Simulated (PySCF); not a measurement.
Screening by computed properties: pick the candidate that meets the target.

Species are written as SMILES; each is one conformer at its optimised geometry, gas phase, non-relativistic unless stated. Electronic properties by PySCF.

The conformers computed, where there is a choice (atom-mapped SMILES and torsion angles):
- `[BH2:1][CH2:2][c+:3]1[cH:4][cH:5]1`: B1–C2–C3–C4 88°
- `[CH3:1][C:2](=[O:3])[SiH2:4][C:5]#[C:6][SiH3:7]`: C1–C2–Si4–C5 -11°
- `[CH2:1]=[CH:2][S:3]([CH3:4])(=[O:5])=[O:6]`: C1–C2–S3–C4 -115°

(1) Wanted: lowest singlet excitation below 5.7 eV (TDDFT B3LYP/def2-SVPD) and electronic spatial extent ⟨r²⟩ about the centre of nuclear charge above 1000 bohr² (B3LYP/def2-SVPD), at PBE0-D3(BJ)/def2-SVP geometries. Which candidate meets both?
A. `CC(=O)[SiH2]C#C[SiH3]`
B. `C[Se](F)(F)(F)(F)F`
C. `C1CC(=CF)C1`
D. `c1[c+](CB)c1`
E. `C=CS(C)(=O)=O`

(2) Wanted: dipole moment above 2.4 D (B3LYP/def2-SVPD) and vertical ionisation energy above 9 eV (ΔSCF B3LYP/def2-SVPD), at PBE0-D3(BJ)/def2-SVP geometries. Which candidate meets both?
A. `FC=C1CCC1`
B. `C#CC(C)(C)F`
C. `C=CS(C)(=O)=O`
D. `CC(=O)[SiH2]C#C[SiH3]`

(3) Wanted: static isotropic polarisability between 50 au and 56 au (B3LYP/def2-SVPD) and lowest triplet excitation (Tamm–Dancoff) above 3.5 eV (TDA B3LYP/def2-SVPD), at PBE0-D3(BJ)/def2-SVP geometries. Which candidate meets both?
A. `C[Se](F)(F)(F)(F)F`
B. `CC(=O)[SiH2]C#C[SiH3]`
C. `C1CC(=CF)C1`
D. `C=CS(C)(=O)=O`
E. `c1[c+](CB)c1`

(4) Wanted: smallest rotational constant below 1 GHz (PBE0-D3(BJ)/def2-SVP) and HOMO energy above -7.3 eV (B3LYP/def2-SVPD), at PBE0-D3(BJ)/def2-SVP geometries. Which candidate meets both?
A. `FC=C1CCC1`
B. `C#CC(C)(C)F`
C. `F[Se](F)(F)(F)(C)F`
D. `c1c[c+]1CB`
E. `[SiH3]C#C[SiH2]C(C)=O`
F. `C=CS(C)(=O)=O`

## Answers

(1) A. Computed values:
| species | lowest singlet excitation | electronic spatial extent ⟨r²⟩ about the centre of nuclear charge |
| --- | --- | --- |
| CC(=O)[SiH2]C#C[SiH3] | 3.52 eV | 1923 bohr² |
| C=CS(C)(=O)=O | 5.61 eV | 633 bohr² |
| c1[c+](CB)c1 | 5.78 eV | 413 bohr² |
| C1CC(=CF)C1 | 6.25 eV | 622 bohr² |
| C[Se](F)(F)(F)(F)F | 6.94 eV | 738 bohr² |

(2) C. Computed values:
```csv
species,dipole moment,vertical ionisation energy
FC=C1CCC1,1.80 D,9.07 eV
C#CC(C)(C)F,1.95 D,10.35 eV
CC(=O)[SiH2]C#C[SiH3],2.79 D,8.91 eV
C=CS(C)(=O)=O,4.70 D,10.45 eV
```

(3) E. Computed values:
```csv
species,static isotropic polarisability,lowest triplet excitation (Tamm–Dancoff)
C[Se](F)(F)(F)(F)F,47.7 au,5.98 eV
c1[c+](CB)c1,50.9 au,5.21 eV
C1CC(=CF)C1,60.4 au,4.19 eV
C=CS(C)(=O)=O,65.2 au,4.35 eV
CC(=O)[SiH2]C#C[SiH3],110.7 au,2.91 eV
```

(4) E. Computed values:
```csv
species,smallest rotational constant,HOMO energy
[SiH3]C#C[SiH2]C(C)=O,0.563 GHz,-6.84 eV
FC=C1CCC1,1.928 GHz,-6.70 eV
F[Se](F)(F)(F)(C)F,2.178 GHz,-11.11 eV
C=CS(C)(=O)=O,2.472 GHz,-8.23 eV
C#CC(C)(C)F,2.695 GHz,-7.86 eV
c1c[c+]1CB,3.253 GHz,-13.96 eV
```
